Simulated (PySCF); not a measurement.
Method: B3LYP-D3(BJ)/def2-TZVP // BP86-D3(BJ)/def2-SVP in PySCF. All species are isolated molecules in the gas phase. One relaxed conformer stands for a flexible species; it need not be the lowest. B3LYP has the VWN-RPA correlation part, as in Gaussian. 

Reference species: [Zr(F)3(NH2)] (neutral, multiplicity 1).

```yaml
coordination_number: 4
LUMO: -1.49 eV
HOMO–LUMO gap: 6.46 eV
charge on the central atom (Mulliken): 1.78 e
```

Changed species: [Zr(F)2(NH2)2] (2 of 4 F replaced by NH2; the reference has 1 of 4 F replaced by NH2).

Question: Predict the effect on the coordination number, LUMO, HOMO–LUMO gap and charge on the central atom (Mulliken).

Answer: the coordination number hardly moves; the LUMO rises by 0.40 eV, to -1.09 eV; the HOMO–LUMO gap falls by 0.59 eV, to 5.87 eV; the charge on the central atom (Mulliken) falls by 0.04 e, to 1.74 e.
